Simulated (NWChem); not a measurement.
Species: SrCl2; SMILES [Cl][Sr][Cl]

```xyz
3

Sr     0.0000     0.0000     0.1855
Cl     2.5154     0.0000    -0.5172
Cl    -2.5154     0.0000    -0.5172
```
Atoms are numbered in this order, from 1.

Level: PBE0/def2-SVP with def2 effective core potentials on Sr (NWChem), optimised geometry, unscaled harmonic frequencies. def2 effective core potentials on Sr; no spin-orbit coupling.

```
frequency (cm⁻¹)  IR intensity (km/mol)
----------------  ---------------------
42                                 32.5
285                                 7.2
343                               115.0
```

```
Quantity                                                                            Value
-----------------------------------------------------------------------  ----------------
zero-point energy                                                            1.0 kcal/mol
thermal correction to the enthalpy at 298.15 K (with zero-point energy)      4.4 kcal/mol
heat capacity Cv                                                         11.2 cal/(mol K)
entropy at 298.15 K and 1 atm (symmetry number 2)                        74.2 cal/(mol K)
```

Rigid rotor and harmonic oscillator; modes under 100 cm⁻¹ make the entropy uncertain.
